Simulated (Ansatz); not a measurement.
Ansatz (a first-principles code) input (B3LYP/6-31G*):

Ansatz 0.2 input:
```yaml
crystal:
  periodic: [false, false, false]
  atoms:
    - {symbol: C, position_ang: [-1.04953532, 0.00439534, -0.00594555]}
    - {symbol: Cl, position_ang: [0.55683421, -0.00233196, 0.00315443]}
    - {symbol: H, position_ang: [-1.58034335, 0.95935856, -0.03572432]}
    - {symbol: H, position_ang: [-1.58862621, -0.94608725, 0.01777230]}
basis:
  gaussian:
    orbitals: 6-31G*
hamiltonian:
  xc: {name: B3LYP}
total_charge: 1
phonons: {temperatures: {t_min: 298.15, t_max: 298.15, t_step: 100}}
```

Q: Which harmonic wavenumbers does it give?

A: 1046, 1071, 1156, 1502, 3125, 3262 cm⁻¹ (unscaled; negative means imaginary).
